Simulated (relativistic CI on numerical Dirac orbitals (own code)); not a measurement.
# Fe3+ in a cubic cluster: 2p photoemission with charge transfer

Computed with a charge-transfer multiplet model of a cubic metal-ligand cluster with up to one ligand hole, Slater and spin-orbit integrals from Dirac-Coulomb-Breit ions, Slater integrals scaled by 0.9. The ground state mixes d5 with configurations of k ligand holes L, whose averages lie at kΔ + k(k − 1)U_dd/2; a core hole lowers each added d electron by U_cd. 20 K, Lorentzian 0.6 eV and Gaussian 0.8 eV FWHM.

Atomic integrals in eV (Slater integrals scaled, ζ unscaled), ground: F2dd 10.785, F4dd 6.742, zeta_d 0.056; with the core hole: F2dd 12.345, F4dd 7.761, zeta_d 0.083, zeta_core 8.126, F2cd 7.324, G1cd 5.613, G3cd 3.192.

Cluster parameters (eV): Δ = 2.8, U_dd = 6, U_cd = 7.1, 10Dq(ligand) = 0.7, V(eg) = 2.55, V(t2g) = -1.15, final-state hopping factor = 1.

| Case | n_d | d5 | d6L | S |
| --- | --- | --- | --- | --- |
| 10Dq = 0.5 eV | 5.22 | 0.78 | 0.22 | 2.50 |
| 10Dq = 0.8 eV | 5.22 | 0.78 | 0.22 | 2.50 |
| 10Dq = 1.4 eV | 5.21 | 0.79 | 0.21 | 2.50 |

Weights, n_d and S are thermal averages at 20 K. Binding energies count from the first peak over 30 % of the highest in each spectrum, which can be another peak from case to case. The parameters are a model scan and need not match a compound or its usual spin state. Peaks in eV (height, largest 100):
- 10Dq = 0.5 eV: 0.0 (100), 1.2 (75), 6.2 (15), 8.3 (24), 9.6 (16), 14.4 (45), 15.9 (41), 22.9 (7), 24.4 (8)
- 10Dq = 0.8 eV: 0.0 (100), 1.3 (74), 6.2 (14), 8.4 (24), 14.4 (44), 16.0 (41), 23.0 (7), 24.4 (8)
- 10Dq = 1.4 eV: 0.0 (100), 1.2 (71), 6.0 (14), 8.4 (23), 14.4 (43), 16.0 (41), 22.9 (7), 24.4 (7)

Curve for 10Dq = 0.5 eV (points under 2 left out, the grid thinned):

```json
{"E (eV)": "-3.4", "Intensity": "2.1"}
{"E (eV)": "-2.7", "Intensity": "3.1"}
{"E (eV)": "-2.1", "Intensity": "4.9"}
{"E (eV)": "-1.4", "Intensity": "11.2"}
{"E (eV)": "-0.7", "Intensity": "46.0"}
{"E (eV)": "-0.1", "Intensity": "99.6"}
{"E (eV)": "0.6", "Intensity": "69.2"}
{"E (eV)": "1.3", "Intensity": "74.8"}
{"E (eV)": "1.9", "Intensity": "62.4"}
{"E (eV)": "2.6", "Intensity": "49.7"}
{"E (eV)": "3.3", "Intensity": "28.8"}
{"E (eV)": "3.9", "Intensity": "20.1"}
{"E (eV)": "4.6", "Intensity": "14.9"}
{"E (eV)": "5.3", "Intensity": "13.4"}
{"E (eV)": "5.9", "Intensity": "14.3"}
{"E (eV)": "6.6", "Intensity": "14.3"}
{"E (eV)": "7.3", "Intensity": "14.2"}
{"E (eV)": "7.9", "Intensity": "20.1"}
{"E (eV)": "8.6", "Intensity": "22.5"}
{"E (eV)": "9.3", "Intensity": "16.2"}
{"E (eV)": "9.9", "Intensity": "15.4"}
{"E (eV)": "10.6", "Intensity": "12.3"}
{"E (eV)": "11.2", "Intensity": "10.9"}
{"E (eV)": "11.9", "Intensity": "8.8"}
{"E (eV)": "12.6", "Intensity": "10.2"}
{"E (eV)": "13.2", "Intensity": "16.1"}
{"E (eV)": "13.9", "Intensity": "35.3"}
{"E (eV)": "14.6", "Intensity": "42.6"}
{"E (eV)": "15.2", "Intensity": "34.7"}
{"E (eV)": "15.9", "Intensity": "41.3"}
{"E (eV)": "16.6", "Intensity": "28.9"}
{"E (eV)": "17.2", "Intensity": "16.2"}
{"E (eV)": "17.9", "Intensity": "10.3"}
{"E (eV)": "18.6", "Intensity": "9.0"}
{"E (eV)": "19.2", "Intensity": "8.1"}
{"E (eV)": "19.9", "Intensity": "6.7"}
{"E (eV)": "20.6", "Intensity": "5.2"}
{"E (eV)": "21.2", "Intensity": "4.3"}
{"E (eV)": "21.9", "Intensity": "4.2"}
{"E (eV)": "22.6", "Intensity": "6.6"}
{"E (eV)": "23.2", "Intensity": "6.8"}
{"E (eV)": "23.9", "Intensity": "6.7"}
{"E (eV)": "24.6", "Intensity": "7.4"}
{"E (eV)": "25.2", "Intensity": "4.1"}
{"E (eV)": "25.9", "Intensity": "2.0"}
```

For the case 10Dq = 0.5 eV, Δ = 2.8 eV is smaller than U_dd = 6 eV, the charge-transfer side of the Zaanen-Sawatzky-Allen scheme. With the core hole the average of the configuration with one ligand hole lies at Δ − U_cd = -4.3 eV before mixing: the effective hopping of about 4.0 eV (from the holes of the mixed ground state) is comparable with this gap or larger, so the configurations mix strongly.

With at most 1 ligand hole the space is cut while the next configuration still counts, so covalency is underestimated, and a final configuration with one more ligand hole, which can lie low, is missing from the spectra.
